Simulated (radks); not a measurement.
Charge is removed step by step from the 3d down level of Fe+, starting from [Ar] 3d(up 5, down 1) 4s1. Method: scalar-relativistic Kohn-Sham, PBE, spin-polarised, spherical densities, finite nucleus; open shells are filled with parallel spins first; Fermi nuclear charge, rms radius 3.7377 fm; computed with a radial shooting solver on a logarithmic mesh with Libxc functionals.

\begin{tabular}{lrrr}
removed (e) & E - E(0) (eV) & eigenvalue (eV) & E minus straight line (eV) \\ \hline
0 & 0.000 & -13.298 & 0.000 \\
0.25 & 3.745 & -16.698 & -1.358 \\
0.5 & 8.365 & -20.294 & -1.842 \\
0.75 & 13.907 & -24.070 & -1.403 \\
1 & 20.413 & -28.010 & 0.000 \\
\end{tabular}

Removing the whole electron costs 20.413 eV by Delta-SCF, against 13.298 eV from minus the eigenvalue at the starting occupation. Slater's transition state (half an electron removed) gives 20.294 eV. Integrating minus the eigenvalue over the occupation (Janak's theorem) gives 20.414 eV. In this scalar-relativistic scheme the density is built from large components alone, so the theorem holds only approximately. The mean slope of the eigenvalue, de/dn, is 14.7 eV per electron.
